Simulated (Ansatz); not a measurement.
Reaction (SMILES): [F][Fe][F] (quintet) -> [F][Fe] (sextet) + F atom (the F-Fe bond at the site shown breaks; other sites are not compared here)
Geometries: B3LYP-D3(BJ)/def2-TZVP minima from Ansatz (a first-principles code). Frequencies are from Ansatz. [F][Fe][F] (quintet): The spin state was set by rule; other spins were not relaxed. [F][Fe] (sextet): The spin state was set by rule; other spins were not relaxed. A spin state is the lowest found, not a proven ground state.
Geometry of the first species:
```
Fe
F 1 1.7587
F 1 1.7587 2 180.00
```
Charge 0, spin multiplicity 5.

Wanted: bond dissociation energy (enthalpy at 298 K, with B3LYP-D3(BJ) rigid-rotor harmonic-oscillator terms), in kcal/mol. Correlated levels leave the core frozen unless marked. Open shells are spin-unrestricted. No spin-orbit coupling. The frozen core is the preceding noble-gas configuration, with the filled d and f shells of earlier blocks. No relativistic terms. Basis-set limits of correlation are two-point, X^-3; Hartree-Fock from the larger set. The bracket is a focal-point correction in the basis named.

```tsv
level	program	bond dissociation energy (kcal/mol)	minus last row
r2SCAN/def2-TZVPD	Ansatz	133.5	-0.6
B3LYP-D4/def2-TZVPD	Ansatz + dftd4	133.2	-0.9
r2SCAN0-D4/def2-TZVPD	Ansatz + dftd4	125.1	-9.0
wB97X/def2-TZVPD	Ansatz	141.6	7.5
CCSD/def2-TZVPP	Ansatz	124.9	-9.2
CCSD(T)/def2-TZVPPD	Ansatz	129.6	-4.5
RI-MP2/CBS(def2-TZVPPD,def2-QZVPPD)+[CCSD(T)-MP2]/def2-TZVPPD	Ansatz	134.1	0.0
```
